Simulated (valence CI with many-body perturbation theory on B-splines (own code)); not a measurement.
E1 line list for Nd27+

Level of theory: configuration interaction combined with many-body perturbation theory (CI+MBPT): five valence electrons over a frozen Dirac-Fock core [Ar] 3d10, radial functions for each j: 9 s, 9 p, 8 d, 6 f, 3 g, 1 h, with the one-electron correlation potential Σ1, the two-electron term Σ2, the three-electron term Σ3, Breit, model QED; selected CI, second order for the rest (own B-spline code, finite nucleus).

The last digits are not significant, and no measured levels were compared; by estimate large intervals hold to a few tenths of a per cent, small ones and those within an open d or f shell to about a per cent. Among the levels kept, up to 270 cm⁻¹ of a level comes from second order outside the variational space, and about a tenth of that is noise between levels of different J, which matters for small intervals.

Lines 51 to 100 of 189 in falling wavelength, among levels below 1629600 cm⁻¹, chosen from the strongest by gf and those to the six lowest levels. Wavelengths and rates use the calculated energies. Electric multipoles are in the length gauge, E1 and E2 with the static RPA response of the core. Weak lines are less certain than strong ones. Lines between different terms over intervals too small for the method are left out, as are lines whose strength nearly cancels. The highest levels of a list are the least certain.

Levels are named by their leading jj configuration (3d3/2^4 stands for four electrons in 3d with j = 3/2), which in mixed levels can hold well under half, so a name can repeat and another be missing. Letters in brackets count levels of one name in rising energy.

```tsv
λ vac (Å)	Upper	Lower	A (s⁻¹)	log gf	Branch %
174.3	(4p1/2^2 4p3/2^3) J=3/2	(4s 4p1/2 4p3/2^3) J=5/2	1.59e+10	-0.54	21.0
172.2	(4s 4p1/2^2 4p3/2^2) J=3/2	(4s^2 4p1/2 4p3/2^2) J=3/2	2.12e+09	-1.42	4.9
169.2	(4s 4p1/2^2 4p3/2 4d3/2) J=3/2 [a]	(4s 4p1/2 4p3/2^3) J=3/2 [a]	1.20e+09	-1.69	4.7
169.1	(4s^2 4p1/2^2 4d3/2) J=3/2	(4s^2 4p1/2 4p3/2^2) J=1/2	6.94e+07	-2.92	0.1
169.0	(4s^2 4p1/2 4p3/2 4d3/2) J=1/2 [b]	(4s^2 4p3/2^3) J=3/2	2.13e+09	-1.74	2.2
167.4	(4s 4p1/2^2 4p3/2^2) J=1/2	(4s^2 4p1/2 4p3/2^2) J=3/2	1.67e+08	-2.85	0.3
163.6	(4s 4p1/2^2 4p3/2 4d3/2) J=3/2 [a]	(4s^2 4p1/2^2 4d5/2) J=5/2	3.96e+08	-2.20	1.5
163.5	(4p1/2^2 4p3/2^3) J=3/2	(4s 4p1/2 4p3/2^3) J=3/2 [a]	3.74e+09	-1.22	4.9
163.0	(4s 4p1/2 4p3/2^3) J=3/2 [b]	(4s^2 4p3/2^3) J=3/2	4.05e+09	-1.19	2.0
162.8	(4s 4p1/2^2 4p3/2 4d3/2) J=5/2	(4s^2 4p1/2^2 4d5/2) J=5/2	1.16e+09	-1.56	8.9
160.2	(4s 4p1/2^2 4p3/2 4d3/2) J=7/2	(4s^2 4p1/2^2 4d5/2) J=5/2	9.42e+08	-1.54	13.8
158.4	(4s^2 4p1/2^2 4d3/2) J=3/2	(4s^2 4p1/2 4p3/2^2) J=5/2	1.99e+09	-1.52	3.1
152.4	(4s 4p1/2^2 4p3/2 4d3/2) J=3/2 [b]	(4s 4p1/2 4p3/2^3) J=3/2 [a]	2.14e+09	-1.53	4.7
152.4	(4s^2 4p1/2 4p3/2 4d5/2) J=5/2 [a]	(4s^2 4p3/2^3) J=3/2	1.05e+09	-1.66	0.4
150.9	(4s^2 4p1/2^2 4d3/2) J=3/2	(4s^2 4p1/2 4p3/2^2) J=3/2	6.53e+08	-2.05	1.0
150.5	(4s^2 4p1/2 4p3/2 4d5/2) J=3/2 [a]	(4s^2 4p3/2^3) J=3/2	6.31e+08	-2.07	0.2
148.4	(4s 4p1/2^2 4p3/2 4d3/2) J=3/2 [a]	(4s^2 4p1/2^2 4d3/2) J=3/2	1.02e+09	-1.87	4.0
148.3	(4s 4p1/2 4p3/2^3) J=3/2 [a]	(4s^2 4p1/2 4p3/2^2) J=1/2	5.39e+08	-2.15	1.2
147.9	(4s 4p1/2^2 4p3/2 4d3/2) J=3/2 [b]	(4s^2 4p1/2^2 4d5/2) J=5/2	1.17e+09	-1.82	2.5
147.7	(4s 4p1/2^2 4p3/2 4d3/2) J=5/2	(4s^2 4p1/2^2 4d3/2) J=3/2	8.31e+08	-1.79	6.3
144.6	(4s^2 4p1/2 4p3/2 4d3/2) J=5/2 [b]	(4s^2 4p3/2^3) J=3/2	1.03e+09	-1.71	0.2
144.1	(4s^2 4p1/2^2 4d5/2) J=5/2	(4s^2 4p1/2 4p3/2^2) J=5/2	1.95e+08	-2.44	0.2
144.0	(4p1/2^2 4p3/2^3) J=3/2	(4s^2 4p1/2^2 4d3/2) J=3/2	1.71e+09	-1.67	2.3
143.9	(4s^2 4p1/2 4p3/2 4d3/2) J=1/2 [c]	(4s^2 4p3/2^3) J=3/2	1.27e+07	-4.10	0.0
142.5	(4s^2 4p1/2 4p3/2 4d3/2) J=3/2 [b]	(4s^2 4p3/2^3) J=3/2	3.14e+09	-1.42	0.7
140.0	(4s 4p1/2 4p3/2^3) J=3/2 [a]	(4s^2 4p1/2 4p3/2^2) J=5/2	2.02e+09	-1.63	4.5
139.4	(4s 4p1/2^2 4p3/2^2) J=5/2	(4s^2 4p1/2^2 4p3/2) J=3/2	7.64e+09	-0.87	50.1
137.9	(4s^2 4p1/2^2 4d5/2) J=5/2	(4s^2 4p1/2 4p3/2^2) J=3/2	8.11e+08	-1.86	1.0
135.3	(4s 4p1/2^2 4p3/2 4d3/2) J=3/2 [b]	(4s^2 4p1/2^2 4d3/2) J=3/2	1.99e+10	-0.66	43.3
134.6	(4s^2 4p1/2 4p3/2 4d5/2) J=3/2 [b]	(4s^2 4p3/2^3) J=3/2	1.07e+09	-1.93	0.7
134.2	(4s^2 4p1/2 4p3/2 4d5/2) J=5/2 [b]	(4s^2 4p3/2^3) J=3/2	6.53e+08	-1.98	0.1
134.1	(4s 4p1/2 4p3/2^3) J=3/2 [a]	(4s^2 4p1/2 4p3/2^2) J=3/2	3.04e+10	-0.48	67.8
133.8	(4s^2 4p1/2 4p3/2 4d3/2) J=1/2 [a]	(4s^2 4p1/2 4p3/2^2) J=1/2	1.12e+10	-1.22	18.0
133.4	(4s^2 4p1/2 4p3/2 4d3/2) J=3/2 [a]	(4s^2 4p1/2 4p3/2^2) J=1/2	2.15e+09	-1.64	7.8
132.9	(4s 4p1/2 4p3/2^3) J=5/2	(4s^2 4p1/2 4p3/2^2) J=5/2	1.98e+10	-0.50	79.6
132.3	(4s 4p1/2^2 4p3/2 4d3/2) J=3/2 [a]	(4s 4p1/2^2 4p3/2^2) J=3/2	8.46e+09	-1.05	33.0
131.9	(4s^2 4p1/2 4p3/2 4d5/2) J=1/2	(4s^2 4p3/2^3) J=3/2	9.17e+09	-1.32	4.2
131.6	(4p1/2^2 4p3/2^3) J=3/2	(4s 4p1/2^2 4p3/2^2) J=1/2	3.87e+09	-1.40	5.1
131.6	(4s 4p1/2^2 4p3/2 4d3/2) J=1/2	(4s 4p1/2^2 4p3/2^2) J=3/2	2.66e+09	-1.86	27.6
128.8	(4p1/2^2 4p3/2^3) J=3/2	(4s 4p1/2^2 4p3/2^2) J=3/2	1.67e+10	-0.78	22.1
127.6	(4s 4p1/2 4p3/2^3) J=5/2	(4s^2 4p1/2 4p3/2^2) J=3/2	5.32e+08	-2.11	2.1
126.7	(4s^2 4p1/2 4p3/2 4d3/2) J=3/2 [a]	(4s^2 4p1/2 4p3/2^2) J=5/2	2.20e+10	-0.67	80.0
126.5	(4s 4p1/2^2 4p3/2^2) J=3/2	(4s^2 4p1/2^2 4p3/2) J=3/2	3.47e+10	-0.48	80.0
125.8	(4s 4p3/2^4) J=1/2	(4s^2 4p3/2^3) J=3/2	5.25e+10	-0.60	19.8
124.1	(4s^2 4p1/2 4p3/2 4d3/2) J=1/2 [b]	(4s^2 4p1/2 4p3/2^2) J=1/2	1.69e+10	-1.11	17.1
123.9	(4s 4p1/2^2 4p3/2^2) J=1/2	(4s^2 4p1/2^2 4p3/2) J=3/2	4.72e+10	-0.66	83.6
122.2	(4s^2 4p1/2 4p3/2 4d3/2) J=5/2 [a]	(4s^2 4p1/2 4p3/2^2) J=5/2	4.83e+09	-1.19	64.5
122.2	(4s^2 4p1/2 4p3/2 4d3/2) J=1/2 [a]	(4s^2 4p1/2 4p3/2^2) J=3/2	2.90e+10	-0.89	46.4
121.8	(4s^2 4p1/2 4p3/2 4d3/2) J=3/2 [a]	(4s^2 4p1/2 4p3/2^2) J=3/2	5.45e+08	-2.31	2.0
121.8	(4s 4p1/2^2 4p3/2 4d3/2) J=3/2 [b]	(4s 4p1/2^2 4p3/2^2) J=3/2	3.90e+09	-1.46	8.5
```

(1) How does gf follow from A for the line at 160.2 Å?

Results:

(1) gf = 1.4992 × (2J+1)_upper × A / σ², with σ = 624143 cm⁻¹ and 2J+1 = 8: gf = 0.0290.
